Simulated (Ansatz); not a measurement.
One geometry of [TcS4]- (TcS4⁻), several levels of theory.

```yaml
crystal:
  periodic: [false, false, false]
  atoms:
    - {symbol: Tc, position_ang: [-0.000002, 0.000000, -0.000017]}
    - {symbol: S, position_ang: [0.010282, -0.017045, 2.121982]}
    - {symbol: S, position_ang: [1.997277, 0.010294, -0.716986]}
    - {symbol: S, position_ang: [-1.007751, 1.736007, -0.688512]}
    - {symbol: S, position_ang: [-0.999816, -1.729266, -0.716468]}
basis:
  gaussian: {orbitals: def2-TZVPD, initial_orbitals: start.molden}
total_charge: -1
hamiltonian: {xc: {name: wB97X-V}}
scf: {omitted_lower_state_checks: [starts]}
output: {orbitals: {seedname: orbitals}}
```

The file start.molden holds the orbitals of an earlier run on this structure, at another level or in another basis.

```sh
$ ansatz run in.yaml --threads 2 --pin off --events-out ev --progress --plain --max-ram 4352MiB
```

It prints (some lines left out):

```
Functional definition: wB97X-V
1538 factors; their error is unknown
316 factors; integrals over basis functions are off by at most 3.6e-5 eV
mean field evaluation 1: about -45539.2566 eV, gradient 5.2e0 eV
mean field evaluation 2: about -45539.3872 eV, gradient 1.2e-1 eV
mean field evaluation 4: about -45539.4610 eV, gradient 1.9e-4 eV
mean field -45539.46103947 eV, -1673.5443254453 hartree, gradient 1.0e-5 eV, S^2 0.000000; 0 other end points of the search recorded, 0 dependent functions left out
reference -45539.46103609 eV, -1673.5443253210 hartree; 40, 40 occupied and 184, 184 virtual orbitals, 1538 factors
Total energy: -45539.46103609 eV, -1673.5443253210 hartree
Checks for a lower state left out: starts
```

Hardware: 2 threads of Arm Neoverse N1 on a shared host. Wall time 40 s, peak host memory 0.95 GiB.

Geometry: PBE0-D4/def2-SVPD.

In the def2 sets Tc takes a core potential; there is no spin–orbit coupling. The restricted singlet is unstable towards broken spin symmetry in Hartree–Fock (as tested in another run); at ωB97X-V/def2-TZVPD this wasn't settled.
